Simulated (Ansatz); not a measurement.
Level of theory: PBE0-D4/def2-TZVP in Ansatz (an electronic-structure program). No frequencies were computed at this level.

Ansatz 0.2 input:
```yaml
crystal:
  periodic: [false, false, false]
  atoms:
    - { symbol: C, position_ang: [1.147508, 0.087699, -0.006401] }
    - { symbol: Ge, position_ang: [-0.74025, -0.07468, 0.012097] }
    - { symbol: H, position_ang: [1.717975, 0.050288, -0.918275] }
    - { symbol: H, position_ang: [1.722593, 0.263085, 0.885555] }
    - { symbol: H, position_ang: [-1.228068, -0.463543, 1.366337] }
    - { symbol: H, position_ang: [-1.202134, -1.078907, -0.992433] }
    - { symbol: H, position_ang: [-1.417623, 1.216058, -0.346877] }
basis:
  gaussian: { orbitals: def2-tzvp }
hamiltonian:
  xc: pbe0
  dispersion: d4
relax:
  max_steps: 150
magnetization:
  spin_polarized: true
  initial_magnetization: 1
```

Output:

```
Functional definition: PBE0
801 factors; their error is unknown
mean field evaluation 1: about -57622.6848 eV, gradient 2.8e1 eV
mean field evaluation 2: about -57621.2569 eV, gradient 3.2e1 eV
mean field evaluation 4: about -57626.2227 eV, gradient 8.4e-1 eV
mean field evaluation 8: about -57626.4936 eV, gradient 2.8e-2 eV
mean field -57626.49363084 eV, -2117.7345802932 hartree, gradient 7.8e-5 eV, S^2 0.755142; 0 other end points of the search recorded, 0 dependent functions left out
reference -57626.49365733 eV, -2117.7345812665 hartree; 22, 21 occupied and 87, 88 virtual orbitals, 801 factors
relax step   1: F+E_penalty+E_count = -57626.56843464 eV  Δ(F+E_penalty+E_count) = +0.000e0 eV  max|allowed force component| = 8.168e-1 eV/Å  Δτ_max = 0.0000 Å  (25 SCF iters, accepted)
these checks for a lower state are left out or cut short: starts, cluster_reference, orbital_swaps, neighbouring_geometries, increment
801 factors; their error is unknown
mean field evaluation 16: about -57626.2895 eV, gradient 1.0e-2 eV
mean field -57626.55728463 eV, -2117.7369195266 hartree, gradient 6.0e-6 eV, S^2 0.755235; 0 other end points of the search recorded, 0 dependent functions left out
reference -57626.55731136 eV, -2117.7369205092 hartree; 22, 21 occupied and 87, 88 virtual orbitals, 801 factors
relax step   2: F+E_penalty+E_count = -57626.63188130 eV  Δ(F+E_penalty+E_count) = -6.345e-2 eV  max|allowed force component| = 1.463e-1 eV/Å  Δτ_max = 0.0519 Å  (32 SCF iters, accepted)
these checks for a lower state are left out or cut short: starts, cluster_reference, orbital_swaps, neighbouring_geometries, increment
801 factors; their error is unknown
mean field -57626.56007324 eV, -2117.7370220063 hartree, gradient 5.7e-6 eV, S^2 0.755284; 0 other end points of the search recorded, 0 dependent functions left out
reference -57626.56010006 eV, -2117.7370229918 hartree; 22, 21 occupied and 87, 88 virtual orbitals, 801 factors
relax step   3: F+E_penalty+E_count = -57626.63453247 eV  Δ(F+E_penalty+E_count) = -2.651e-3 eV  max|allowed force component| = 3.845e-2 eV/Å  Δτ_max = 0.0159 Å  (33 SCF iters, accepted)
these checks for a lower state are left out or cut short: starts, cluster_reference, orbital_swaps, neighbouring_geometries, increment
801 factors; their error is unknown
mean field evaluation 32: about -57626.5603 eV, gradient 6.0e-5 eV
mean field -57626.56028342 eV, -2117.7370297303 hartree, gradient 2.7e-5 eV, S^2 0.755283; 0 other end points of the search recorded, 0 dependent functions left out
reference -57626.56031024 eV, -2117.7370307159 hartree; 22, 21 occupied and 87, 88 virtual orbitals, 801 factors
relax step   4: F+E_penalty+E_count = -57626.63475712 eV  Δ(F+E_penalty+E_count) = -2.246e-4 eV  max|allowed force component| = 2.607e-2 eV/Å  Δτ_max = 0.0078 Å  (31 SCF iters, accepted)
these checks for a lower state are left out or cut short: starts, cluster_reference, orbital_swaps, neighbouring_geometries, increment
801 factors; their error is unknown
mean field -57626.56031558 eV, -2117.7370309119 hartree, gradient 1.3e-5 eV, S^2 0.755283; 0 other end points of the search recorded, 0 dependent functions left out
reference -57626.56034239 eV, -2117.7370318974 hartree; 22, 21 occupied and 87, 88 virtual orbitals, 801 factors
relax step   5: F+E_penalty+E_count = -57626.63478635 eV  Δ(F+E_penalty+E_count) = -2.922e-5 eV  max|allowed force component| = 8.519e-4 eV/Å  Δτ_max = 0.0046 Å  (25 SCF iters, accepted)
801 factors; their error is unknown
mean field -57626.56031558 eV, -2117.7370309119 hartree, gradient 2.1e-5 eV, S^2 0.755283; 1 other end points of the search recorded, 0 dependent functions left out
reference -57626.56034239 eV, -2117.7370318974 hartree; 22, 21 occupied and 87, 88 virtual orbitals, 801 factors
Total energy: -57626.63481316 eV, -2117.7397686478 hartree
Atom 0 at     1.158132     0.091478    -0.008456 Å, force     0.000651     0.000118     0.000176 eV/Å
Atom 1 at    -0.754339    -0.071364     0.009095 Å, force    -0.000852    -0.000147     0.000235 eV/Å
Atom 2 at     1.729693     0.041546    -0.928466 Å, force     0.000280    -0.000460     0.000402 eV/Å
Atom 3 at     1.728334     0.273689     0.895324 Å, force     0.000148     0.000222    -0.000507 eV/Å
Atom 4 at    -1.233116    -0.486951     1.409462 Å, force     0.000169    -0.000116    -0.000423 eV/Å
Atom 5 at    -1.206239    -1.119146    -1.022788 Å, force     0.000051     0.000148     0.000002 eV/Å
Atom 6 at    -1.422463     1.270747    -0.354168 Å, force    -0.000446     0.000235     0.000115 eV/Å
Dipole moment:     0.107294     0.014461    -0.001545 e Å
```

Cost: around 8 core-seconds (rough).
